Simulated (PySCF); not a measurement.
## Excitation energy of Br⁺ by level of theory

Br⁺ [Ar] 3d10 4s2 4p4 (3P) → Br⁺ [Ar] 3d10 4s1 4p4 5s1 (5P), as a difference of total energies. All numbers are calculated (PySCF 2.14, the spin-free X2C one-electron Hamiltonian (Gaussian nucleus), in x2c-QZVPPall with one added diffuse shell each of s, p, d, f type (12s9p6d5f1g, 113 functions)). Correlated levels: valence: [Ar] 3d10 frozen; valence and next inner shell: [Ne] frozen. The calculations carry no spin-orbit coupling.

| method | excitation energy (eV) |
| --- | --- |
| UHF | 23.853 |
| LDA | 24.794 |
| PBE | 24.517 |
| PBE0 | 24.646 |
| B2PLYP | 24.701 |
| CAM-B3LYP | 25.080 |
| r2SCANh | 24.636 |
| MP2 (valence) | 24.041 |
| MP2 (valence and next inner shell) | 24.360 |
| SCS-MP2 (valence and next inner shell) | 24.472 |

Problem. Estimate what SCS-MP2 (valence) gives.

Solution. 24.238 eV, closest to MP2 (valence and next inner shell) among the rows shown.

Problem. Estimate what r2SCAN gives.

Solution. 24.624 eV, closest to r2SCANh among the rows shown.

A first-order spin-orbit estimate (lowest level to lowest level, LS coupling) adds -0.025 eV.

The upper state lies above the first ionisation limit, where it may autoionise and the basis confines it. A Rydberg-like electron needs more diffuse functions than a valence basis has.

The promoted electron is Rydberg-like, and one or two diffuse shells describe it only roughly, which tends to raise the upper state.
